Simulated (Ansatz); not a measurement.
Calculated with Ansatz (gas phase, PBE0-D4/def2-TZVP geometries, no zero-point term in ΔE). CCSD(T)/CBS adds triple-zeta CCSD(T) − MP2 to the extrapolated MP2 energy (def2 sets, frozen cores). This one scheme is used for every species. DFT in def2-TZVPP. Each species was taken in one conformer, which may not be the lowest.

Consider the formal hydrolysis of the Si–O bond: `BO[SiH2]B` + H₂O → `B[SiH2]O` + `BO`.

`BO[SiH2]B`:

Cartesian coordinates in Å:
```
B 0.055 0.939 -1.954
O 0.234 0.908 -0.622
Si 0.556 -0.337 0.437
B -0.840 -0.537 1.857
H 0.122 -0.079 -2.596
H -0.171 1.997 -2.470
H 0.682 -1.611 -0.331
H 1.871 -0.037 1.068
H -0.683 -1.377 2.694
H -1.827 0.132 1.916
```

H₂O:

Cartesian coordinates in Å:
```
O -0.213 0.127 -0.300
H 0.712 0.309 -0.122
H -0.500 -0.436 0.422
```

`B[SiH2]O`:

Z-matrix (Å, degrees):
```
Si
O 1 1.655
B 1 2.005 2 116.3
H 1 1.500 2 111.2 3 -120.2
H 1 1.486 2 105.1 3 123.8
H 2 0.958 1 117.3 3 44.7
H 3 1.197 1 119.0 2 169.2
H 3 1.197 1 124.0 2 -13.6
```

`BO`:

```xyz
5

B     0.140   -0.156   -0.365
O    -0.759    0.382    0.482
H    -0.236   -0.384   -1.477
H     1.262   -0.388   -0.001
H    -0.408    0.546    1.361
```

```tsv
species	BLYP energy (Eh)
`BO[SiH2]B`	-418.05432
H₂O	-76.44877
`B[SiH2]O`	-392.58319
`BO`	-101.92281
```

Question: Work out ΔE.

Answer: ΔE = (-392.58319) + (-101.92281) − (-418.05432) − (-76.44877) = -0.00291 Eh = -7.6 kJ/mol. CCSD(T)/CBS gives +1.7 kJ/mol.

Largest T1 diagnostic among the species: 0.014.

From BLYP to BHLYP (50 % exact exchange), in def2-TZVPP and without D4, ΔE moves by +4.7 kJ/mol. At CCSD(T), def2-SVP lies −9.0 kJ/mol from the extrapolated value and def2-TZVPP −3.0 kJ/mol. The D4 term adds +4.0 kJ/mol with B3LYP and +2.3 kJ/mol with PBE0; it sums over pairs of atoms, weighted by their polarisabilities, and B3LYP, whose exchange is more repulsive, gets the larger term.

B3LYP here is the variant with VWN-RPA as its local correlation; programs differ in this.
